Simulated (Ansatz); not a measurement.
# CH8B2SSi: where a starting geometry ends

The starting geometry of this gas-phase singlet was optimised with GFN2-xTB; its bonds are those of `BC[SiH2]SB`.

```xyz
13

C    -0.4489    2.0627   -0.6613
B    -1.2265    1.2748   -1.7552
B    -1.7914   -1.3867    0.3717
S    -0.6592   -0.5783    1.4329
Si   -1.0085    1.5432    1.0907
H    -2.2834    1.6414   -2.0990
H    -0.7619    0.3178   -2.2428
H     0.6297    1.9041   -0.7065
H    -0.6291    3.1364   -0.7121
H    -2.4287    1.7971    1.3286
H    -0.1678    2.1526    2.1163
H    -2.5146   -0.7633   -0.3065
H    -1.7996   -2.5538    0.3776
```

Question: Predict what becomes of its bonds when it is optimised with PBE0-D3(BJ)/def2-SVP.

Answer: New bonds form, giving a structure with H7 bridging B3 and B2, H12 bridging B2 and B3, given below by its coordinates. Distances that change by over a tenth: B2–H7 (1.17 → 1.32 Å), B3–H12 (1.17 → 1.35 Å). Contacts that close: B2–B3 (3.45 → 1.78 Å), B2–H12 (2.81 → 1.33 Å), B3–H7 (3.29 → 1.35 Å).

The energy falls by 1.26 eV over 41 steps:

```json
{"step": "1", "E − E(last) (eV)": "1.256"}
{"step": "5", "E − E(last) (eV)": "1.092"}
{"step": "10", "E − E(last) (eV)": "1.064"}
{"step": "14", "E − E(last) (eV)": "0.952"}
{"step": "19", "E − E(last) (eV)": "0.136"}
{"step": "23", "E − E(last) (eV)": "0.009"}
{"step": "28", "E − E(last) (eV)": "0.001"}
{"step": "32", "E − E(last) (eV)": "0.000"}
{"step": "37", "E − E(last) (eV)": "0.000"}
{"step": "41", "E − E(last) (eV)": "0.000"}
```

Final geometry (Å):

```yaml
atoms:
  - { symbol: C, position_ang: [-0.9069, 1.9421, -0.4964] }
  - { symbol: B, position_ang: [-1.3038, 0.6379, -1.3130] }
  - { symbol: B, position_ang: [-1.5591, -0.7812, -0.2727] }
  - { symbol: S, position_ang: [-1.3341, -0.5219, 1.5217] }
  - { symbol: Si, position_ang: [-0.8512, 1.5907, 1.3567] }
  - { symbol: H, position_ang: [-1.4218, 0.5978, -2.5139] }
  - { symbol: H, position_ang: [-0.5179, -0.3932, -1.0427] }
  - { symbol: H, position_ang: [0.0722, 2.3101, -0.8469] }
  - { symbol: H, position_ang: [-1.6269, 2.7488, -0.7138] }
  - { symbol: H, position_ang: [-1.8533, 2.3853, 2.1294] }
  - { symbol: H, position_ang: [0.4934, 1.8370, 1.9599] }
  - { symbol: H, position_ang: [-2.4184, 0.0733, -0.8717] }
  - { symbol: H, position_ang: [-1.8620, -1.8789, -0.6622] }
```

Frequencies at the end are all real (lowest 11 cm⁻¹). Run with Ansatz 0.2.0, 3.5 min on 2 threads of Arm Neoverse N1, with other jobs on the host.
